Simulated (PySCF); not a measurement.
PySCF input file for F2H4O3Si2, SMILES O[Si](O)(O)[SiH](F)F, PBE-D3(BJ)/def2-SVP. Geometry optimised at PBE-D3(BJ)/def2-SVP. The structure was generated by enumeration, and PubChem lists no compound with its InChIKey, so it may never have been made. The values are those of a single conformer.

```python
import numpy as np
from pyscf import gto, scf, dft, df
from pyscf.hessian import thermo

mol = gto.M(
    atom='''
    Si    1.24946784    0.59193921    0.18307465
    F     2.11732613   -0.41146827   -0.79356719
    F     1.15820474    2.02714154   -0.60173550
    Si   -0.86968190   -0.39892986    0.23225481
    O    -1.03939656   -1.14594292   -1.26091216
    O    -2.19763343    0.59662496    0.40197228
    O    -0.81736903   -1.41127257    1.55416924
    H     2.04483814    0.81783870    1.43241497
    H    -0.20278333   -1.50218630   -1.61371693
    H    -2.53895243    0.95211910   -0.43792622
    H    -1.66469140   -1.82623775    1.80050491
    ''',
    basis='def2-SVP',
    charge=0,
    spin=0,
    max_memory=1600,
    verbose=3,
)
mf = dft.RKS(mol, xc='pbe').density_fit(auxbasis='def2-universal-jkfit')
mf.disp = 'd3bj'
mf.grids.level = 3
mf.conv_tol = 1e-11
mf.max_cycle = 100
mf.kernel()

# [left out here: the lines that compute and print the analytic Hessian (its translational invariance restored by hand, since the grid's response is missing), thermochemistry and intensities]
```

Output:

```
[...]
Mode                                 6                   7                   8
Irrep
Freq [cm^-1]                      234.9295            294.1751            309.8068
Reduced mass [au]                   1.7337              4.6145              3.4333
Force const [Dyne/A]                0.0564              0.2353              0.1942
Char temp [K]                     338.0112            423.2525            445.7430
Normal mode                   x     y     z       x     y     z       x     y     z
       0  Si                -0.02  0.02  0.00   -0.07 -0.03  0.04   -0.00  0.02  0.01
       1   F                -0.06 -0.04  0.03   -0.01  0.10 -0.03   -0.03  0.01  0.00
       2   F                -0.02  0.03  0.02    0.05 -0.08 -0.05    0.02  0.01 -0.01
       3  Si                 0.04 -0.04 -0.03   -0.03 -0.03 -0.00    0.03 -0.06  0.01
       4   O                -0.01  0.00 -0.04    0.03  0.00 -0.03   -0.07  0.09 -0.06
       5   O                 0.08  0.02  0.02    0.04  0.06  0.01    0.02 -0.07 -0.06
       6   O                 0.01 -0.01 -0.00    0.04  0.02  0.03   -0.01  0.04  0.10
       7   H                -0.03  0.03  0.00   -0.14 -0.05  0.09    0.00  0.04  0.00
       8   H                -0.01  0.03 -0.09    0.12  0.30 -0.12   -0.16 -0.09 -0.09
       9   H                -0.12 -0.22  0.00   -0.04 -0.06 -0.01    0.36  0.26 -0.05
      10   H                -0.14  0.55  0.40    0.09 -0.05  0.10    0.03 -0.10 -0.02
Mode                                 9                  10                  11
Irrep
Freq [cm^-1]                      328.7337            337.8116            372.2288
Reduced mass [au]                   2.7822              2.5741              1.5492
Force const [Dyne/A]                0.1771              0.1731              0.1265
Char temp [K]                     472.9746            486.0357            535.5543
Normal mode                   x     y     z       x     y     z       x     y     z
       0  Si                -0.06 -0.03 -0.06   -0.03 -0.00 -0.08    0.02  0.01 -0.01
       1   F                 0.04 -0.01  0.01    0.05 -0.06  0.03    0.02 -0.02  0.01
       2   F                 0.02  0.03  0.02   -0.00  0.07  0.04   -0.01  0.02  0.00
       3  Si                -0.04 -0.01  0.04   -0.01 -0.04  0.01   -0.02  0.00  0.03
       4   O                 0.06  0.06  0.00    0.02  0.01 -0.03   -0.04 -0.02  0.05
       5   O                -0.01  0.04 -0.04    0.04  0.02  0.03   -0.04  0.01 -0.07
       6   O                 0.06 -0.06  0.00   -0.04  0.03  0.07    0.04 -0.06 -0.02
       7   H                -0.12 -0.06 -0.01   -0.08 -0.02 -0.04    0.04  0.02 -0.03
       8   H                -0.00 -0.36  0.28    0.11  0.34 -0.16    0.08  0.58 -0.27
       9   H                 0.11  0.10 -0.07   -0.14 -0.21  0.01    0.29  0.20 -0.12
      10   H                 0.06  0.08  0.24    0.05 -0.30 -0.20    0.02  0.13  0.22
Mode                                12                  13                  14
Irrep
Freq [cm^-1]                      468.5720            737.3001            773.2974
Reduced mass [au]                   4.8214              2.7737              1.4629
Force const [Dyne/A]                0.6237              0.8884              0.5154
Char temp [K]                     674.1707           1060.8107           1112.6028
Normal mode                   x     y     z       x     y     z       x     y     z
       0  Si                 0.08  0.03  0.03   -0.02 -0.01  0.01   -0.01 -0.01 -0.04
       1   F                 0.00 -0.02 -0.01    0.01  0.00  0.00   -0.03  0.06  0.08
       2   F                -0.01  0.02 -0.01    0.01  0.01  0.00    0.01 -0.03  0.01
       3  Si                -0.10 -0.06 -0.01   -0.03 -0.03 -0.00    0.00  0.01  0.00
       4   O                 0.01 -0.01 -0.07    0.01  0.05  0.10    0.01 -0.01 -0.02
       5   O                -0.02  0.06  0.01    0.08 -0.06 -0.02   -0.01  0.01 -0.00
       6   O                 0.02 -0.01  0.04   -0.04  0.07 -0.10    0.02 -0.02  0.03
       7   H                 0.25  0.11 -0.08    0.30  0.12 -0.22    0.60 -0.29 -0.38
       8   H                 0.07 -0.08  0.11   -0.07  0.01 -0.02   -0.06 -0.03 -0.14
       9   H                -0.08  0.02  0.02   -0.09  0.01  0.09   -0.05  0.05  0.03
      10   H                 0.11 -0.09  0.20    0.20 -0.16  0.28   -0.10  0.10 -0.15
Mode                                15                  16                  17
Irrep
Freq [cm^-1]                      788.8762            795.2144            800.5881
Reduced mass [au]                   1.2419              1.6331              1.1898
Force const [Dyne/A]                0.4554              0.6084              0.4493
Char temp [K]                    1135.0172           1144.1364           1151.8680
Normal mode                   x     y     z       x     y     z       x     y     z
       0  Si                -0.02  0.00 -0.02    0.01  0.00 -0.03   -0.02  0.00  0.01
       1   F                 0.00  0.00 -0.01   -0.03  0.03  0.03    0.01 -0.00 -0.00
       2   F                 0.02 -0.06  0.06    0.00 -0.03  0.02    0.01 -0.01  0.00
       3  Si                 0.00  0.00 -0.00    0.03 -0.00  0.02   -0.03 -0.01  0.01
       4   O                 0.00 -0.00 -0.00    0.01 -0.03 -0.04   -0.04  0.00 -0.01
       5   O                -0.01  0.01 -0.01   -0.06  0.03  0.06    0.03 -0.03  0.03
       6   O                 0.02 -0.01  0.02   -0.04  0.04 -0.05    0.02  0.04 -0.04
       7   H                 0.03  0.83 -0.20   -0.01  0.10 -0.04    0.15  0.05 -0.11
       8   H                -0.03 -0.01 -0.08   -0.08 -0.11 -0.16    0.29  0.18  0.55
       9   H                -0.10  0.07  0.05    0.45 -0.30 -0.30    0.35 -0.23 -0.20
      10   H                -0.08  0.08 -0.13    0.19 -0.19  0.29   -0.15  0.20 -0.31
Mode                                18                  19                  20
Irrep
Freq [cm^-1]                      817.2247            861.5697            905.1861
Reduced mass [au]                   2.0764              4.5426              7.2901
Force const [Dyne/A]                0.8171              1.9867              3.5193
Char temp [K]                    1175.8044           1239.6070           1302.3612
Normal mode                   x     y     z       x     y     z       x     y     z
       0  Si                -0.04 -0.01  0.06   -0.06 -0.02  0.05    0.04 -0.12  0.00
       1   F                 0.04 -0.04 -0.04    0.05 -0.04 -0.04   -0.05  0.05  0.05
       2   F                 0.00  0.06 -0.03    0.01  0.05 -0.03   -0.00  0.10 -0.05
       3  Si                -0.01 -0.04 -0.02    0.03  0.07  0.04   -0.03  0.02  0.02
       4   O                 0.05  0.02  0.05   -0.03 -0.06 -0.10    0.01 -0.01 -0.02
       5   O                -0.05  0.04  0.03    0.01 -0.02 -0.00    0.03 -0.02 -0.00
       6   O                 0.03  0.01 -0.00   -0.03 -0.03  0.02    0.01  0.00 -0.00
       7   H                 0.14  0.01 -0.05    0.26  0.08 -0.17   -0.11  0.27  0.03
       8   H                -0.23 -0.17 -0.37    0.06 -0.00  0.03   -0.01 -0.01 -0.05
       9   H                 0.20 -0.12 -0.15   -0.01  0.01  0.02    0.05 -0.05 -0.02
      10   H                -0.14  0.17 -0.29    0.09 -0.13  0.22   -0.03  0.04 -0.06
Mode                                21                  22                  23
Irrep
Freq [cm^-1]                      931.1843            948.5784           2191.3590
Reduced mass [au]                   3.8126              4.9771              1.0434
Force const [Dyne/A]                1.9478              2.6386              2.9522
Char temp [K]                    1339.7669           1364.7932           3152.8778
Normal mode                   x     y     z       x     y     z       x     y     z
       0  Si                -0.01 -0.04  0.01   -0.00  0.00 -0.00    0.02  0.01  0.03
       1   F                -0.01  0.01  0.01    0.00 -0.00 -0.00    0.00  0.00 -0.00
       2   F                 0.00  0.04 -0.02    0.00 -0.01  0.00    0.00  0.00 -0.00
       3  Si                 0.08 -0.05 -0.06   -0.03  0.06 -0.11   -0.00 -0.00  0.00
       4   O                -0.03  0.03  0.05    0.01  0.02  0.06    0.00  0.00  0.00
       5   O                -0.10  0.06  0.00    0.04 -0.04  0.02    0.00 -0.00 -0.00
       6   O                -0.02 -0.01  0.02   -0.01 -0.08  0.10    0.00  0.00 -0.00
       7   H                 0.08  0.08 -0.08    0.04  0.02 -0.03   -0.52 -0.15 -0.82
       8   H                 0.15  0.13  0.34   -0.02  0.01  0.02   -0.00 -0.00 -0.00
       9   H                -0.11  0.07  0.01    0.26 -0.18 -0.13    0.00  0.00  0.00
      10   H                 0.07 -0.10  0.14    0.03 -0.12  0.16   -0.00  0.00 -0.00
Mode                                24                  25                  26
Irrep
Freq [cm^-1]                     3733.7028           3735.7927           3758.4468
Reduced mass [au]                   1.0663              1.0663              1.0665
Force const [Dyne/A]                8.7583              8.7680              8.8758
Char temp [K]                    5371.9670           5374.9739           5407.5682
Normal mode                   x     y     z       x     y     z       x     y     z
       0  Si                -0.00  0.00  0.00    0.00 -0.00 -0.00    0.00  0.00 -0.00
       1   F                 0.00 -0.00 -0.00   -0.00  0.00  0.00   -0.00  0.00  0.00
       2   F                 0.00  0.00 -0.00   -0.00 -0.00  0.00   -0.00 -0.00  0.00
       3  Si                 0.00 -0.00  0.00    0.00  0.00  0.00   -0.00  0.00  0.00
       4   O                 0.04 -0.02 -0.02   -0.03  0.01  0.01   -0.00  0.00  0.00
       5   O                 0.00 -0.00  0.00    0.00 -0.00  0.00    0.02 -0.02  0.05
       6   O                 0.03  0.02 -0.01    0.04  0.02 -0.01   -0.00 -0.00 -0.00
       7   H                 0.00 -0.00 -0.00   -0.00 -0.00  0.00   -0.00 -0.00 -0.00
       8   H                -0.66  0.29  0.30    0.49 -0.21 -0.22    0.00 -0.00 -0.00
       9   H                -0.00  0.00 -0.01   -0.00  0.00 -0.00   -0.36  0.36 -0.82
      10   H                -0.49 -0.25  0.16   -0.67 -0.34  0.21    0.01  0.00 -0.00
temperature 298.1500 [K]
pressure 101325.00 [Pa]
Rotational constants [GHz] 2.44764 1.18616 1.07325
Symmetry number 1
Zero-point energy (ZPE) 0.05672 [Eh]   148916.721 [J/mol]
                           tot       elec      trans        rot        vib
Entropy [J/mol/K]       423.143      0.000    170.917    121.437    130.789
Cv [J/mol/K]            144.784      0.000     12.472     12.472    119.841
Cp [J/mol/K]            153.099      0.000     20.786     12.472    119.841
Internal energy [J/mol]                      3718.434   3718.434 168703.531
Internal energy [Eh]   -1005.70482  -1005.77191
Enthalpy [J/mol]                             6197.391   3718.434 168703.531
Enthalpy [Eh]          -1005.70387
Gibbs free energy [J/mol]                  -44761.374 -32488.112 129708.660
Gibbs free energy [Eh] -1005.75193
mode   freq/cm-1   IR/(km/mol)
   1       27.08         0.905
   2       70.37         2.848
   3       87.76         8.058
   4      174.48        15.826
   5      186.71        17.757
   6      225.95        51.250
   7      234.93        23.296
   8      294.18        25.792
   9      309.81        26.154
  10      328.73        70.943
  11      337.81        63.141
  12      372.23       119.522
  13      468.57        54.094
  14      737.30       210.890
  15      773.30        81.163
  16      788.88        44.915
  17      795.21       214.321
  18      800.59        25.233
  19      817.22       170.193
  20      861.57       177.287
  21      905.19        82.675
  22      931.18       132.567
  23      948.58       127.527
  24     2191.36       144.705
  25     3733.70       106.204
  26     3735.79        39.405
  27     3758.45        93.592
max |gradient| / (hartree/bohr): 0.0002722811673918464
APT charges: [ 1.4073 -0.6065 -0.5862  1.6073 -0.8297 -0.7988 -0.8034 -0.2778  0.3032
  0.2939  0.2908]
```

The run converged.

Cost: about 2.5 core-minutes (a rough figure).
